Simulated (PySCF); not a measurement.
Vertical excitation energies

Compound: C8H9 (charge +1).
InChI=1S/C8H9/c1-7-4-3-5-8(2)6-7/h3-6H,1H2,2H3/q+1

Method: TDDFT PBE0/def2-SVPD, vertical, gas phase, core orbitals frozen in the response (PySCF). Geometry: GFN2-xTB; no solvent, vibrations or thermal averaging.

```csv
state,E (eV),ν̃ (cm⁻¹),f,"main configurations (H = HOMO, L = LUMO)"
S1,2.79,22540,0.024,H→L (98%)
S2,4.45,35890,0.0001,H-2→L (90%)
S3,4.52,36460,0.261,H-1→L (90%)
S4,4.81,38790,0.0002,"H-3→L (83%), H-5→L (10%)"
S5,5.43,43820,0.0001,H-5→L (87%)
S6,5.87,47360,0.117,H-4→L (95%)
```

Triplets, Tamm–Dancoff:

| state | E (eV) | λ (nm) | main configurations (H = HOMO, L = LUMO) |
| --- | --- | --- | --- |
| T1 | 1.73 | 715.3 | H→L (97%) |
| T2 | 2.40 | 517.2 | H-1→L (96%) |

The lowest singlet comes at 444 nm (270 kJ/mol) in the visible; it is weak; its leading configuration is HOMO→LUMO (98%). The most intense listed level is S3 at 4.52 eV (274 nm, f = 0.261), 1.73 eV above S1. Löwdin shares by element: HOMO carbon 70% or more (atoms not listed hold the other 30%); LUMO carbon 73% or more (atoms not listed hold the other 27%). Weighted by f, the mean energy of these states is 4.81 eV. Of the 6 states listed, 3 reach f = 0.01 and 3 stay under 0.0005. The oscillator strengths of these states sum to 0.403; summed over the whole spectrum of an exact calculation they would give the number of electrons, 56 (Thomas–Reiche–Kuhn). S1 lies in the visible range (380 to 750 nm), at 444 nm, f = 0.024; light of that wavelength is blue, and its complementary colour is yellow; a Tamm–Dancoff triplet lies at 715 nm, without intensity as long as spin–orbit coupling is left out. Singlets were solved by full linear response, triplets in the Tamm–Dancoff approximation.
